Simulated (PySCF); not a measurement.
**Continuum solvent and chemical shifts**

Structure with atom numbers: `[CH3:1][C+:2]1[CH2:3][CH2:4][CH2:5][C@H:6]1[CH3:7]`. Hydrogens are named by the atom that carries them. Ha(C3), Ha(C4), Ha(C5) are cis to C7 on the ring; Hb(C3), Hb(C4), Hb(C5) are trans to C7 on the ring.

GIAO PBE0/pcSseg-1 in PySCF on one PBE0-D3(BJ)/def2-SVP conformer, non-relativistic, equivalent nuclei averaged. Solvents enter as an IEF-PCM continuum (tetrahydrofuran with ε = 7.4, dimethylsulfoxide with ε = 46.8) around the gas-phase geometry. Shifts are referred to TMS computed in the same medium.

In tetrahydrofuran, δ in ppm: C2 335.8, C6 81.5, C3 66.2, C1 37.7, C5 36.9, C4 27.0, C7 15.2, Hb(C3) 4.43, H(C1) 3.72, Ha(C3) 3.45, H(C6) 2.86, Hb(C5) 2.61, Ha(C4) 2.46, Hb(C4) 2.01. Dipole moment 2.74 D.

Q: How does each δ change in the more polar medium?

A: 
| atoms | environment | Δδ, dimethylsulfoxide |
| --- | --- | --- |
| C2 | carbocation centre | -0.4 |
| C6 | sp3 CH in a ring | -0.5 |
| C3 | sp3 CH2 in a ring | -0.1 |
| C1 | methyl carbon | 0.0 |
| C5 | sp3 CH2 in a ring | +0.1 |
| C4 | sp3 CH2 in a ring | +0.1 |
| C7 | methyl carbon | 0.0 |
| Hb(C3) | hydrogen on an sp3 CH2 in a ring | 0.00 |
| H(C1) | hydrogen on a methyl carbon | 0.00 |
| Ha(C3) | hydrogen on an sp3 CH2 in a ring | +0.06 |
| H(C6) | hydrogen on an sp3 CH in a ring | +0.08 |
| Hb(C5) | hydrogen on an sp3 CH2 in a ring | -0.07 |
| Ha(C4) | hydrogen on an sp3 CH2 in a ring | -0.07 |
| Hb(C4) | hydrogen on an sp3 CH2 in a ring | -0.02 |

Changes are relative to tetrahydrofuran. The dipole moment becomes 2.87 D in dimethylsulfoxide.

Q: Which nuclei move most (in ppm), and what does the model miss?

A: C2 (carbocation centre, -0.4 ppm) and C6 (sp3 CH in a ring, -0.5 ppm) in dimethylsulfoxide. A continuum only polarises the solute; specific hydrogen bonds, the anisotropy of aromatic solvents and changes of geometry or conformer are outside it, as are counter-ions.
